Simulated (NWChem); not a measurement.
**Correlation energy of HBCl**

```
B
H 1 1.2070
Cl 1 1.7187 2 123.29
```
Charge 0, spin multiplicity 2.

Everything below was run with NWChem. Structure: optimised with UPBE0/def2-SVP, a minimum by its harmonic frequencies.

Basis set: 3-21G. Each correlation energy counts from its own Hartree-Fock reference.

The correlated methods keep 6 core orbitals frozen. The structure started from a generated list of species. The unpaired electrons of the parent sit in orbitals of symmetry a' (Cs labels of the run); other states weren't searched. No SCF solution was tested for a lower state. Open-shell Hartree-Fock references start from PBE0 orbitals. Coupled-cluster values serve here as a point of comparison, not as the truth.

**Question.** One of these methods gave a correlation energy of -100.4 mHa. Which?
(A) UMP2
(B) CCSD on ROHF
(C) CCSDT on ROHF

**Answer.** B, CCSD on ROHF. The others give -103.5 (CCSDT on ROHF), -83.8 (UMP2).
